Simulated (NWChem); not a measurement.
YBrCl$_{2}$; SMILES [Cl][Y]([Cl])[Br]

This build's default masses of Se (78.918 u) and Br (79.917 u) are each other's, which moves their modes by up to 0.6 %. def2 effective core potentials on Y; no spin-orbit coupling.

### Question
Give the equilibrium geometry at PBE0/def2-SVP with def2 effective core potentials on Y (NWChem) as an XYZ file, with the point group.

### Answer
point group C2v; any orientation.
```
4

Y      0.2079     0.3538     0.0000
Cl     0.4088     1.5594    -2.1056
Cl     0.4088     1.5594     2.1056
Br    -0.2163    -2.2052     0.0000
```
